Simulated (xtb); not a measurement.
I2Sn, charge +1, sextet, geometry from GFN2-xTB of the parent state (such geometries of metal compounds can be far from the true shape) (a state made from the parent by changing its charge; the spin is typed, not shown lowest).

Input for xtb:
```
$ xtb mol.xyz --gfn 1 --chrg 1 --uhf 5 --json

# file mol.xyz
3

Sn    -0.00242820    -0.00227352     1.36744649
I      0.99109659    -1.68231466    -0.64606286
I     -0.98880584     1.68445949    -0.64398100
```

Question: What total energy does xtb 6.7.1 with GFN1-xTB give?

Answer: -9.5706 Eh

Question: What partial charges in atom order does GFN1-xTB give?

Answer: Sn1 0.18, I2 0.41, I3 0.41
